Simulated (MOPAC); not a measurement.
MOPAC input (PM7):

```
PM7 PRECISE GNORM=0.05 LET XYZ CHARGE=-1 GEO-OK AUX(PRECISION=9) THREADS=1
C4H2BrSe

Br    2.07998800 1   -1.13204400 1    0.37504800 1
C     0.24987700 1   -0.42570700 1    0.11596700 1
C    -0.88194700 1   -1.26250900 1    0.26748200 1
C    -1.99041100 1   -0.55011500 1    0.04090600 1
Se   -1.64389400 1    1.38030300 1   -0.41527500 1
C     0.15224900 1    0.88930100 1   -0.21050000 1
H    -3.03820400 1   -0.81385900 1    0.05611300 1
H     0.95239600 1    1.59928900 1   -0.34659600 1
```

Output:

```
 *******************************************************************************
 **                                                                           **
 **                              MOPAC v23.2.5                                **
 **                                                                           **
 *******************************************************************************
 ** MOPAC's Digital Object Identifier: https://doi.org/10.5281/zenodo.6511958 **
 **                                                                           **
 ** Please cite the open-source release paper for use of this MOPAC version:  **
 ** J. E. Moussa and J. J. P. Stewart (2026)                                  **
 ** MOPAC: An open-source semiempirical molecular orbital program             **
 ** J. Open Source Softw., 11(119), 8025, https://doi.org/10.21105/joss.08025 **
 *******************************************************************************

                              PM7 CALCULATION RESULTS

 *******************************************************************************
 *  PM7        - The PM7 Hamiltonian to be used
 *  GEO-OK     - OVERRIDE INTERATOMIC DISTANCE AND OTHER SAFETY CHECKS
 *
 *
 *
 *                 CHARGE ON SYSTEM = -1
 *
 *
 *
 *  LET        - OVERRIDE SOME SAFETY CHECKS
 *  PRECISE    - TIGHTER CRITERIA TO BE USED
 *  XYZ        - CARTESIAN COORDINATE SYSTEM TO BE USED
 *  GNORM      - EXIT WHEN GRADIENT NORM DROPS BELOW 0.050
 *  AUX        - OUTPUT AUXILIARY INFORMATION
 *******************************************************************************
PM7 PRECISE GNORM=0.05 LET XYZ CHARGE=-1 GEO-OK AUX(PRECISION=9) THREADS=1
 C4H2BrSe

   ATOM   CHEMICAL          X               Y               Z
  NUMBER   SYMBOL      (ANGSTROMS)     (ANGSTROMS)     (ANGSTROMS)

     1      Br          2.07998800  *  -1.13204400  *   0.37504800  *
     2       C          0.24987700  *  -0.42570700  *   0.11596700  *
     3       C         -0.88194700  *  -1.26250900  *   0.26748200  *
     4       C         -1.99041100  *  -0.55011500  *   0.04090600  *
     5      Se         -1.64389400  *   1.38030300  *  -0.41527500  *
     6       C          0.15224900  *   0.88930100  *  -0.21050000  *
     7       H         -3.03820400  *  -0.81385900  *   0.05611300  *
     8       H          0.95239600  *   1.59928900  *  -0.34659600  *

          CARTESIAN COORDINATES

    NO.       ATOM           X           Y           Z

     1        Br          2.0800     -1.1320      0.3750
     2         C          0.2499     -0.4257      0.1160
     3         C         -0.8819     -1.2625      0.2675
     4         C         -1.9904     -0.5501      0.0409
     5        Se         -1.6439      1.3803     -0.4153
     6         C          0.1522      0.8893     -0.2105
     7         H         -3.0382     -0.8139      0.0561
     8         H          0.9524      1.5993     -0.3466

 General Reference for PM7:
 "Optimization of Parameters for Semiempirical Methods VI: More Modifications to the
 NDDO Approximations and Re-optimization of Parameters", J. J. P. Stewart, J. Mol. Mod., 1:32, 19 (2013)
 https://link.springer.com/article/10.1007/s00894-012-1667-x

           Empirical Formula: C4 H2 Br Se  =     8 atoms

      MOLECULAR POINT GROUP   :   Cs

      RHF CALCULATION, NO. OF DOUBLY OCCUPIED LEVELS = 16

          Geometry optimization using EF

          DIAGONAL MATRIX USED AS START HESSIAN

 CYCLE:     1  GRAD.:   102.303 HEAT:  47.10521
 CYCLE:     2  GRAD.:   582.754 HEAT:  74.84965
 CYCLE:     3  GRAD.:   232.239 HEAT:  59.63732
 CYCLE:     4  GRAD.:   557.151 HEAT:  77.84182
 CYCLE:     5  GRAD.:   218.886 HEAT:  54.76914
 CYCLE:     6  GRAD.:   235.373 HEAT:  58.14340
 CYCLE:     7  GRAD.:   234.960 HEAT:  59.62531
 CYCLE:     8  GRAD.:   387.837 HEAT:  58.88533
 CYCLE:     9  GRAD.:   162.627 HEAT:  46.20025
 CYCLE:    10  GRAD.:   340.945 HEAT:  54.21734
 CYCLE:    11  GRAD.:   230.085 HEAT:  54.12730
 CYCLE:    12  GRAD.:    89.834 HEAT:  43.95772
 CYCLE:    13  GRAD.:   130.352 HEAT:  42.26703
 CYCLE:    14  GRAD.:   172.569 HEAT:  43.14024
 CYCLE:    15  GRAD.:    17.333 HEAT:  40.98919
 CYCLE:    16  GRAD.:    23.640 HEAT:  41.14658
 CYCLE:    17  GRAD.:     4.397 HEAT:  40.82291
 CYCLE:    18  GRAD.:     3.257 HEAT:  40.81909
 CYCLE:    19  GRAD.:     0.572 HEAT:  40.81487
 CYCLE:    20  GRAD.:     0.356 HEAT:  40.81416
 CYCLE:    21  GRAD.:     0.464 HEAT:  40.81361
 CYCLE:    22  GRAD.:     0.295 HEAT:  40.81358
 CYCLE:    23  GRAD.:     0.065 HEAT:  40.81357
 CYCLE:    24  GRAD.:     0.027 HEAT:  40.81356

     GRADIENT =  0.02693 IS LESS THAN CUTOFF =  0.05000

 -------------------------------------------------------------------------------
 PM7 PRECISE GNORM=0.05 LET XYZ CHARGE=-1 GEO-OK AUX(PRECISION=9) THREADS=1
 C4H2BrSe

     GEOMETRY OPTIMISED USING EIGENVECTOR FOLLOWING (EF).
     SCF FIELD WAS ACHIEVED

                              PM7 CALCULATION
                                                       MOPAC v23.2.5 Linux

          FINAL HEAT OF FORMATION =         40.81356 KCAL/MOL =     170.76395 KJ/MOL

          COSMO AREA              =        142.67 SQUARE ANGSTROMS
          COSMO VOLUME            =        137.36 CUBIC ANGSTROMS

          GRADIENT NORM           =          0.02693          =       0.00952 PER ATOM
          IONIZATION POTENTIAL    =          3.233425 EV
          HOMO LUMO ENERGIES (EV) =         -3.233  4.045
          NO. OF FILLED LEVELS    =         16
          MOLECULAR WEIGHT        =        208.9238         POINT GROUP:  Cs

          MOLECULAR DIMENSIONS (Angstroms)

            Atom       Atom       Distance
            H     7   Br     1     5.14008
            H     8    C     3     2.99666
            C     2    C     6     0.00000

          SCF CALCULATIONS        =         25

   ATOM   CHEMICAL          X               Y               Z
  NUMBER   SYMBOL      (ANGSTROMS)     (ANGSTROMS)     (ANGSTROMS)

     1      Br          2.05955763  *  -1.16631815  *   0.38247492  *
     2       C          0.32009912  *  -0.37815675  *   0.10763656  *
     3       C         -0.83217879  *  -1.15279408  *   0.24297090  *
     4       C         -2.04822691  *  -0.68804955  *   0.07194480  *
     5      Se         -1.65373028  *   1.39652076  *  -0.41970772  *
     6       C          0.18497535  *   0.91826309  *  -0.21604831  *
     7       H         -3.06374603  *  -0.88942055  *   0.07340489  *
     8       H          0.91930238  *   1.66976630  *  -0.36540506  *

                             CARTESIAN COORDINATES

   1   Br        2.059557627    -1.166318150     0.382474916
   2    C        0.320099124    -0.378156751     0.107636559
   3    C       -0.832178789    -1.152794081     0.242970905
   4    C       -2.048226906    -0.688049554     0.071944801
   5   Se       -1.653730281     1.396520762    -0.419707720
   6    C        0.184975348     0.918263089    -0.216048308
   7    H       -3.063746027    -0.889420547     0.073404888
   8    H        0.919302382     1.669766302    -0.365405061

           Empirical Formula: C4 H2 Br Se  =     8 atoms

      MOLECULAR POINT GROUP   :   Cs

                  EIGENVALUES
 -24.67378 -21.71326 -19.79940 -18.47075 -15.85975 -12.91413 -11.24235  -9.61868
  -8.92822  -7.16584  -6.67173  -6.61566  -6.41759  -5.26702  -3.98403  -3.23342
   4.04455   4.10358   4.99074   5.41706   6.53144   9.17778   9.53802   9.96353
  10.34230  11.15441 264.00891 264.04121 264.12705 264.65587 264.66069

              NET ATOMIC CHARGES AND DIPOLE CONTRIBUTIONS

  ATOM NO.   TYPE          CHARGE      No. of ELECS.   s-Pop       p-Pop       d-Pop
    1         Br          -0.206331        7.2063     1.95648     5.24655     0.00330
    2          C           0.083996        3.9160     1.09551     2.82049
    3          C          -0.337304        4.3373     1.18634     3.15096
    4          C          -0.125462        4.1255     1.15809     2.96737
    5         Se          -0.377795        6.3778     1.95857     4.41922
    6          C          -0.327631        4.3276     1.11642     3.21121
    7          H           0.135724        0.8643     0.86428
    8          H           0.154802        0.8452     0.84520
 DIPOLE           X         Y         Z       TOTAL
 POINT-CHG.     2.142     0.020     0.096     2.145
 HYBRID         0.629     0.547    -0.104     0.840
 SUM            2.772     0.567    -0.008     2.829

          ATOMIC ORBITAL ELECTRON POPULATIONS

     Atom    s        px        py        pz      x^2-y^2     xz        z^2       yz        xy
    1 Br   1.95648   1.40219   1.87810   1.96625   0.00104   0.00047   0.00053   0.00015   0.00111
    2  C   1.09551   0.84741   0.94532   1.02777
    3  C   1.18634   0.93182   1.32268   0.89646
    4  C   1.15809   1.04066   0.81142   1.11529
    5 Se   1.95857   0.92829   1.61228   1.87865
    6  C   1.11642   1.09335   1.03991   1.07794
    7  H   0.86428
    8  H   0.84520

 **********************
 *                    *
 * JOB ENDED NORMALLY *
 *                    *
 **********************

 == MOPAC DONE ==
```

The dipole moment of an ion depends on the origin.

The geometry given is a B3LYP-D3(BJ)/def2-TZVP minimum.
